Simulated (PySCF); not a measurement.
Compound: C7H7O (doublet state).
Structure used (GFN2-xTB), in Å, numbered top down from 1:
```
atom  x, y, z in Å
C1     3.3303   -0.9271   -0.2958
C2     2.1724   -0.9442   -0.6476
C3     0.8609   -0.9786   -1.0679
C4    -0.1789   -0.2890   -0.4138
C5     0.0300    0.4587    0.6788
C6     0.2602    1.1708    1.7296
O7    -1.4223   -0.4411   -0.9803
C8    -2.4714    0.2347   -0.3392
H9     4.3339   -0.9146    0.0067
H10    0.6047   -1.5589   -1.9404
H11    0.2191    0.7585    2.7301
H12    0.5220    2.2201    1.6735
H13   -3.3726    0.0062   -0.9051
H14   -2.5896   -0.1050    0.6958
H15   -2.3031    1.3175   -0.3347
```

The hyperfine couplings belong to this conformer and change with its torsions.

As a line formula: `C#C/C=C(\[C]=C)OC` [radical].

The calculation used UKS B3LYP, pcH-1 on C H O, non-relativistic, mean-field spin-orbit, GIAO in PySCF. Isolated species at its GFN2-xTB geometry (one conformer only). The geometry wasn't refined by DFT: couplings that depend on bond lengths, twists or pyramidal angles can differ widely from those at the functional's own minimum. Stability of the SCF solution: not tested. ⟨S²⟩ is 0.779 where a pure state has 0.75.

Q: The isotropic 13C couplings are +54.5, -49.5, -47.0, +38.0, -30.9, +30.2 MHz. Assign them to C1; C2; C3; C4; C5; C6.

A: 
```json
{"site": "C1", "a_iso (MHz)": "+30.2", "ρ(0) (bohr⁻³)": "+0.0269", "position": "a main spin site", "distance from C3 (Å)": "2.59", "spin population": "+0.38", "largest |T| (MHz)": "53.0"}
{"site": "C2", "a_iso (MHz)": "-49.5", "ρ(0) (bohr⁻³)": "-0.0440", "position": "1 bond from C1", "distance from C3 (Å)": "1.38", "spin population": "-0.19", "largest |T| (MHz)": "16.7"}
{"site": "C3", "a_iso (MHz)": "+54.5", "ρ(0) (bohr⁻³)": "+0.0485", "position": "largest spin population", "distance from C3 (Å)": "0.00", "spin population": "+0.62", "largest |T| (MHz)": "98.9"}
{"site": "C4", "a_iso (MHz)": "-47.0", "ρ(0) (bohr⁻³)": "-0.0418", "position": "1 bond from C5", "distance from C3 (Å)": "1.41", "spin population": "-0.18", "largest |T| (MHz)": "22.3"}
{"site": "C5", "a_iso (MHz)": "+38.0", "ρ(0) (bohr⁻³)": "+0.0338", "position": "a main spin site", "distance from C3 (Å)": "2.41", "spin population": "+0.45", "largest |T| (MHz)": "70.7"}
{"site": "C6", "a_iso (MHz)": "-30.9", "ρ(0) (bohr⁻³)": "-0.0275", "position": "1 bond from C5", "distance from C3 (Å)": "3.58", "spin population": "-0.09", "largest |T| (MHz)": "7.6"}
```

Q: The isotropic 1H couplings, averaged over equivalent nuclei, are +85.5, -42.5, -28.6, -0.6 MHz. Assign them to H9; H10; H11/H12; H13/H14/H15.

A: 
| site | a_iso (MHz) | ρ(0) (bohr⁻³) | position | distance from C3 (Å) | bound to | spin population there | largest \|T\| (MHz) |
| --- | --- | --- | --- | --- | --- | --- | --- |
| H9 | -28.6 | -0.0064 | 1 bond from C1 | 3.64 | C1 | +0.38 | 14.9 |
| H10 | -42.5 | -0.0095 | 1 bond from C3 | 1.08 | C3 | +0.62 | 24.1 |
| H11/H12 | +85.5 | +0.0191 | 2 bonds from C5 | 4.23 | C6 | -0.09 | 4.2 |
| H13/H14/H15 | -0.6 | -0.0001 | 4 bonds from C5 | 4.10 | C8 | 0.00 | 2.4 |

ρ(0) is the spin density at the nucleus and T the dipolar tensor; entries for several nuclei are means. The Mulliken spin populations are largest on C3 (+0.62), C5 (+0.45), C1 (+0.38) and C2 (-0.19). Three atoms exceed +0.15. The positive populations add up to 1.52 and the negative ones to -0.52, together 2S = 1. The angles at C3 add up to 360.0°, so it is planar; its axial dipolar tensor and the negative coupling of its proton fit spin in a p orbital normal to that plane. Main spin sites, with 60 % or more of the largest population: C1, C3, C5; positions count bonds from the nearest.

Nuclei that the bonding pattern makes equivalent are averaged, as if the motion that swaps them (rotation, inversion, ring flip) were fast.

C5, the radical centre as drawn in `C#C/C=C(\[C]=C)OC`, holds a spin population of +0.45 out of 1.
